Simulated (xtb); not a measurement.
C2H4, charge +1, doublet, from a rough starting geometry (a state made from the parent by changing its charge; the spin is typed, not shown lowest); GFN2-xTB in xtb.

xtb was given this input:
```
$ xtb mol.xyz --gfn 2 --chrg 1 --uhf 1 --opt vtight --json

# file mol.xyz
6

C      0.03225011    -0.01952285     0.68420374
C      0.03435117    -0.02419844    -0.73414260
H     -0.01617074     0.93132872     1.25239636
H     -0.02905382    -0.92595388     1.22013305
H      0.03562048     0.93405698    -1.23209795
H      0.03335033    -0.89193285    -1.26784565
```

Question: What does xtb print? Leave out banner, timings and long lists.

Answer: 
```
   ID    Z sym.   atoms
    1    6 C      1, 2
    2    1 H      3-6

           -------------------------------------------------
          |                Calculation Setup                |
           -------------------------------------------------

           -------------------------------------------------
          |                 G F N 2 - x T B                 |
           -------------------------------------------------

          ...................................................
          :                      SETUP                      :
          :.................................................:
          :  # basis functions                  12          :
          :  # atomic orbitals                  12          :
          :  # shells                            8          :
          :  # electrons                        11          :
          :  max. iterations                   250          :
          :  Hamiltonian                  GFN2-xTB          :
          :  restarted?                      false          :
          :  GBSA solvation                  false          :
          :  PC potential                    false          :
          :  electronic temp.          300.0000000     K    :
          :  accuracy                    1.0000000          :
          :  -> integral cutoff          0.2500000E+02      :
          :  -> integral neglect         0.1000000E-07      :
          :  -> SCF convergence          0.1000000E-05 Eh   :
          :  -> wf. convergence          0.1000000E-03 e    :
          :  Broyden damping             0.4000000          :
          :  net charge                          1          :
          :  unpaired electrons                  1          :
          ...................................................

 iter      E             dE          RMSdq      gap      omega  full diag
   1     -5.7838187 -0.578382E+01  0.884E+00    4.75       0.0  T
   2     -5.7901057 -0.628693E-02  0.358E+00    4.57       1.0  T
   3     -5.7889104  0.119529E-02  0.491E+00    4.71       1.0  T
   4     -5.7980902 -0.917985E-02  0.134E+00    4.64       1.0  T
   5     -5.7997675 -0.167725E-02  0.396E-01    4.68       1.0  T
   6     -5.7996602  0.107252E-03  0.549E-01    4.69       1.0  T
   7     -5.7999164 -0.256194E-03  0.686E-02    4.68       1.0  T
   8     -5.7999235 -0.706150E-05  0.108E-02    4.68       3.8  T
   9     -5.7999238 -0.292186E-06  0.153E-02    4.68       2.7  T
  10     -5.7999240 -0.174889E-06  0.102E-03    4.68      39.9  T
  11     -5.7999240 -0.776110E-09  0.702E-05    4.68     581.4  T
  12     -5.7999240  0.339071E-10  0.225E-04    4.68     181.1  T

   *** convergence criteria satisfied after 12 iterations ***

         :::::::::::::::::::::::::::::::::::::::::::::::::::::
         ::                     SUMMARY                     ::
         :::::::::::::::::::::::::::::::::::::::::::::::::::::
         :: total energy              -5.688590539409 Eh    ::
         :: gradient norm              0.157179220320 Eh/a0 ::
         :: HOMO-LUMO gap              4.682478638281 eV    ::
         ::.................................................::
         :: SCC energy                -5.799923923210 Eh    ::
         :: -> isotropic ES            0.128417597344 Eh    ::
         :: -> anisotropic ES         -0.022740322623 Eh    ::
         :: -> anisotropic XC          0.011834054539 Eh    ::
         :: -> dispersion             -0.000899719619 Eh    ::
         :: repulsion energy           0.111333383801 Eh    ::
         :: add. restraining           0.000000000000 Eh    ::
         :: total charge               1.000000000000 e     ::
         :::::::::::::::::::::::::::::::::::::::::::::::::::::

      -----------------------------------------------------------
     |                   =====================                   |
     |                        A N C O P T                        |
     |                   =====================                   |
     |               Approximate Normal Coordinate               |
     |                Rational Function Optimizer                |
      -----------------------------------------------------------
      -----------------------------------------------------------
     |                   =====================                   |
     |                        A N C O P T                        |
     |                   =====================                   |
     |               Approximate Normal Coordinate               |
     |                Rational Function Optimizer                |
      -----------------------------------------------------------

          ...................................................
          :                      SETUP                      :
          :.................................................:
          :   optimization level         verytight          :
          :   max. optcycles                   200          :
          :   ANC micro-cycles                  20          :
          :   degrees of freedom                12          :
          :.................................................:
          :   RF solver                   davidson          :
          :   write xtbopt.log                true          :
          :   linear?                        false          :
          :   energy convergence         0.1000000E-06 Eh   :
          :   grad. convergence          0.2000000E-03 Eh/α :
          :   maxmium RF displ.          1.0000000          :
          :   Hlow (freq-cutoff)         0.1000000E-01      :
          :   Hmax (freq-cutoff)         5.0000000          :
          :   S6 in model hess.         20.0000000          :
          ...................................................

generating ANC from exact Hessian ...
Using Lindh-Hessian (1995)
 Shifting diagonal of input Hessian by    0.0000000000000000
 Lowest  eigenvalues of input Hessian
[...]
 * total energy  :    -5.6410395 Eh     change        0.6195904E-01 Eh
 * total energy  :    -5.7134897 Eh     change       -0.7245016E-01 Eh
 * total energy  :    -5.7148288 Eh     change       -0.1339123E-02 Eh
 * total energy  :    -5.7160798 Eh     change       -0.1250995E-02 Eh
 * total energy  :    -5.7167754 Eh     change       -0.6955797E-03 Eh
 * total energy  :    -5.7167701 Eh     change        0.5247292E-05 Eh
 * total energy  :    -5.7170323 Eh     change       -0.2621103E-03 Eh
 * total energy  :    -5.7170978 Eh     change       -0.6555957E-04 Eh
 * total energy  :    -5.7171104 Eh     change       -0.1260213E-04 Eh
 * total energy  :    -5.7171154 Eh     change       -0.4972856E-05 Eh
 * total energy  :    -5.7171167 Eh     change       -0.1324592E-05 Eh
 * total energy  :    -5.7171170 Eh     change       -0.2822726E-06 Eh
 * total energy  :    -5.7171170 Eh     change       -0.2120728E-07 Eh
   *** GEOMETRY OPTIMIZATION CONVERGED AFTER 15 ITERATIONS ***
[...]
          :  # electrons                        11          :
          :  max. iterations                   250          :
          :  Hamiltonian                  GFN2-xTB          :
          :  restarted?                      false          :
          :  GBSA solvation                  false          :
          :  PC potential                    false          :
          :  electronic temp.          300.0000000     K    :
          :  accuracy                    1.0000000          :
          :  -> integral cutoff          0.2500000E+02      :
          :  -> integral neglect         0.1000000E-07      :
          :  -> SCF convergence          0.1000000E-05 Eh   :
          :  -> wf. convergence          0.1000000E-03 e    :
          :  Broyden damping             0.4000000          :
          :  net charge                          1          :
          :  unpaired electrons                  1          :
          ...................................................

 iter      E             dE          RMSdq      gap      omega  full diag
   1     -5.8378419 -0.583784E+01  0.128E-04    4.22       0.0  T
   2     -5.8378419  0.479732E-10  0.145E-04    4.22     281.8  T
   3     -5.8378419 -0.132144E-09  0.324E-05    4.22    1261.6  T

   *** convergence criteria satisfied after 3 iterations ***

         :::::::::::::::::::::::::::::::::::::::::::::::::::::
         ::                     SUMMARY                     ::
         :::::::::::::::::::::::::::::::::::::::::::::::::::::
         :: total energy              -5.717117014786 Eh    ::
         :: gradient norm              0.000038470627 Eh/a0 ::
         :: HOMO-LUMO gap              4.221919155967 eV    ::
         ::.................................................::
         :: SCC energy                -5.837841868998 Eh    ::
         :: -> isotropic ES            0.126477556980 Eh    ::
         :: -> anisotropic ES         -0.023347535351 Eh    ::
         :: -> anisotropic XC          0.012083645117 Eh    ::
         :: -> dispersion             -0.000895435826 Eh    ::
         :: repulsion energy           0.120724854212 Eh    ::
         :: add. restraining           0.000000000000 Eh    ::
         :: total charge               1.000000000000 e     ::
         :::::::::::::::::::::::::::::::::::::::::::::::::::::

           -------------------------------------------------
          |                Property Printout                |
           -------------------------------------------------

    * Orbital Energies and Occupations

         #    Occupation            Energy/Eh            Energy/eV
      -------------------------------------------------------------
         1        2.0000           -0.9147022             -24.8903
         2        2.0000           -0.8366559             -22.7666
         3        2.0000           -0.7907719             -21.5180
         4        2.0000           -0.7657343             -20.8367
         5        2.0000           -0.7404215             -20.1479
         6        1.0000           -0.6793511             -18.4861 (HOMO)
         7                         -0.5241984             -14.2642 (LUMO)
         8                         -0.1498045              -4.0764
         9                         -0.1319916              -3.5917
        10                         -0.0619616              -1.6861
        11                          0.0899496               2.4477
        12                          0.3552737               9.6675
      -------------------------------------------------------------
                  HL-Gap            0.1551527 Eh            4.2219 eV
             Fermi-level           -0.6558305 Eh          -17.8461 eV

     #   Z          covCN         q      C6AA      α(0)
     1   6 C        2.828     0.005    27.900     8.655
     2   6 C        2.828     0.005    27.900     8.655
     3   1 H        0.924     0.247     0.887     1.473
     4   1 H        0.924     0.247     0.887     1.473
     5   1 H        0.924     0.247     0.887     1.473
     6   1 H        0.924     0.247     0.887     1.473

 Mol. C6AA /au·bohr⁶  :        205.298181
 Mol. C8AA /au·bohr⁸  :       4885.792669
 Mol. α(0) /au        :         23.202933

Wiberg/Mayer (AO) data.
largest (>0.10) Wiberg bond orders for each atom

 ---------------------------------------------------------------------------
     #   Z sym  total        # sym  WBO       # sym  WBO       # sym  WBO
 ---------------------------------------------------------------------------
     1   6 C    3.820 --     2 C    2.032     3 H    0.835     4 H    0.835
     2   6 C    3.820 --     1 C    2.032     5 H    0.836     6 H    0.835
     3   1 H    0.931 --     1 C    0.835
     4   1 H    0.931 --     1 C    0.835
     5   1 H    0.931 --     2 C    0.836
     6   1 H    0.931 --     2 C    0.835
 ---------------------------------------------------------------------------

Topologies differ in total number of bonds
Writing topology from bond orders to xtbtopo.mol

molecular dipole:
                 x           y           z       tot (Debye)
 q only:        0.028       0.001      -0.024
   full:        0.028       0.001      -0.024       0.095
molecular quadrupole (traceless):
                xx          xy          yy          xz          yz          zz
 q only:       -4.044       0.002      -0.363      -0.177      -0.047       4.407
  q+dip:       -5.973       0.002       0.366      -0.242      -0.051       5.606
   full:       -4.509       0.001       0.099      -0.187      -0.042       4.409

optimized geometry written to: xtbopt.xyz

           -------------------------------------------------
          | TOTAL ENERGY               -5.717117014786 Eh   |
          | GRADIENT NORM               0.000038470627 Eh/α |
          | HOMO-LUMO GAP               4.221919155967 eV   |
           -------------------------------------------------

normal termination of xtb
```
